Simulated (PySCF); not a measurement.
## A small calculation by hand: oscillator strength and radiative lifetime

Cl₃H₂NZr, SMILES [NH2][Zr]([Cl])([Cl])[Cl], multiplicity 1.

Coordinates come from a PBE0-D3(BJ)/def2-SVP optimisation. The spin state was assumed, not searched. The structure was generated by enumeration; whether it is a known compound was not checked. The def2 effective core potentials stand for the cores of Zr; spin–orbit coupling is left out. The values are those of a single conformer.

PySCF 2.14.0 with TDA-PBE0/def2-SVPD puts the first singlet state with f over 0.02 at 5.23 eV (vertical), with the transition dipole (-0.051, -0.121, 0.398) in atomic units.

Q: Find the oscillator strength, the wavelength and the radiative lifetime that this transition would have in vacuum if emission retraced absorption.

A: 
|μ|² = 0.1756 au, so |μ| = 1.07 D. ΔE = 5.23/27.211 = 0.1922 hartree. f = (2/3) ΔE |μ|² = 0.023 (the program prints 0.022).
λ = 1239.84/5.23 = 237 nm; ν = 42183 cm⁻¹.
Einstein's coefficient A = 0.6670 ν² f s⁻¹ (ν in cm⁻¹) = 2.7e7 s⁻¹, so τ = 1/A = 37 ns. This state is S2; the lower singlet has f = 0.005. The figure is the radiative limit of this one transition; relaxation, internal conversion, crossing to triplets and a medium change what is measured.
